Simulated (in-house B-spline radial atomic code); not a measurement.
Radial electron density of Te⁴⁺, [Kr] 4d10 5s2. Computed with an all-electron radial atomic-structure program (B-spline basis): Dirac-Kohn-Sham CAM-B3LYP, spherical fractional occupations, Fermi nucleus of rms radius 4.7423 fm.

Columns: r (bohr), 4πr²n(r) (electrons per bohr), bar.

```
 0.00108    2.093 #
 0.00133    2.999 ##
 0.00164    4.279 ##
 0.00202    6.048 ###
 0.00249    8.482 ####
 0.00306    11.71 ######
 0.00376    15.93 ########
 0.00463    21.39 ###########
  0.0057    28.13 ##############
 0.00701    36.01 ##################
 0.00863    44.75 #######################
  0.0106    53.48 ###########################
  0.0131    61.38 ###############################
  0.0161    66.63 ##################################
  0.0198    68.35 ###################################
  0.0243     66.4 ##################################
  0.0299    62.27 ################################
  0.0368    59.28 ##############################
  0.0453    61.23 ###############################
  0.0558    69.57 ###################################
  0.0686    80.57 #########################################
  0.0844    86.69 ############################################
   0.104    81.91 ##########################################
   0.128    69.52 ###################################
   0.157    61.29 ###############################
   0.193    64.62 #################################
   0.238       72 #####################################
   0.293    66.94 ##################################
    0.36    47.07 ########################
   0.443    27.96 ##############
   0.546    22.92 ############
   0.671    26.15 #############
   0.826    25.05 #############
    1.02     17.4 #########
    1.25    9.623 #####
    1.54    4.717 ##
    1.89    2.331 #
    2.33    1.021 #
    2.87   0.3293 
    3.53  0.06647 
    4.34 0.007148 
    5.34 0.000346 
    6.57 6.604e-06
```

On this grid the curve has 4 maxima, near 0.0198, 0.0844, 0.238, 0.671 bohr.

The 5s1/2 radial function P(r) = rR(r), positive near the nucleus, with its small component Q(r) (sign convention: Q ≈ (P' + κP/r)/2c):

```
r (bohr)         P           Q
0.000385   0.01043   -0.002021
0.000582   0.01513   -0.002978
0.000882   0.02187   -0.004351
 0.00133    0.0312   -0.006268
 0.00202   0.04417   -0.008989
 0.00306   0.06113    -0.01267
 0.00463    0.0818    -0.01745
 0.00701    0.1039    -0.02323
  0.0106    0.1207    -0.02933
  0.0161    0.1186    -0.03406
  0.0243    0.0778    -0.03424
  0.0368  -0.01727    -0.02615
  0.0558   -0.1437   -0.008494
  0.0844   -0.1984     0.01174
   0.128   -0.0468     0.01929
   0.193    0.2347    0.005821
   0.293    0.2289     -0.0114
   0.443   -0.2383   -0.008044
   0.671   -0.4198     0.00575
    1.02    0.2314    0.006418
    1.54     0.838   -0.000671
    2.33    0.6512   -0.002862
    3.53    0.1804   -0.001027
    5.34   0.01314  -8.376e-05
```
